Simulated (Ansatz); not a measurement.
## One elementary step

Start structure (SiH4BrCl, closed shell), relaxed at PBE0-D4/def2-TZVP:

```csv
atom,x (Å),y (Å),z (Å)
Si1,-0.5440,-0.9330,0.1223
Cl2,1.5114,-0.8173,-0.0667
H3,-0.8955,-2.3632,0.2671
H4,-1.1478,-0.3588,-1.0994
H5,-0.9362,-0.1654,1.3239
H6,1.3434,1.6903,-0.2521
Br7,0.6687,2.9473,-0.2949
```

The step: SiH₃Cl ([SiH3][Cl]) + HBr → SiH₃Br ([SiH3][Br]) + HCl; bonds formed: Si1–Br7, Cl2–H6; bonds broken: Si1–Cl2, H6–Br7. Computed with Ansatz 0.2.0 (basis: def2-TZVPP and def2-QZVPP); correlated methods freeze the cores. Filled d shells of the heavier atoms are correlated. The def2 sets are not built for correlating such inner shells, so the correlated values are less sure here. Extrapolation: Hartree–Fock as exp(−7.88 √X), correlation as X^−2.97. Energies below are by CCSD(T) at an estimated basis limit (MP2 extrapolated from triple and quadruple zeta, plus CCSD(T) − MP2 in triple zeta).

Q: What are the electronic barrier and the energy of the step, from the start structure to the end structure? (To be estimated.)

A: The calculation gives: Barrier 160.4 kJ/mol; step energy -0.5 kJ/mol (downhill); reverse barrier, their difference, 160.9 kJ/mol. Barrier and step energy count from the start structure, the reverse barrier from the end structure.

The saddle point: One imaginary mode of 487i cm⁻¹.
```csv
pair,start (Å),saddle (Å),end (Å)
Si1–Br7,4.09,2.62,2.23
Cl2–H6,2.52,1.48,1.29
Si1–Cl2,2.07,2.44,3.94
H6–Br7,1.43,1.75,2.58
```

Zero-point energy (harmonic, PBE0-D4): ZPE is 87.8 kJ/mol at the start and 84.6 kJ/mol at the saddle, so the barrier goes from 160.4 to 157.3 kJ/mol.

The T1 diagnostic stays at or below 0.010.

Labels in which every atom is bracketed show which atoms are joined, not bond orders.

For scale, one of the runs: CCSD(T)/def2-TZVPP, 188 basis functions, launched by `ansatz run in.yaml --threads 4 --pin off --events-out ev --progress --plain --max-ram 9574MiB`. Time: 40 s of wall clock on 4 CPU threads of an Arm Neoverse V2; the host was shared. Peak host memory: 1.9 GiB.
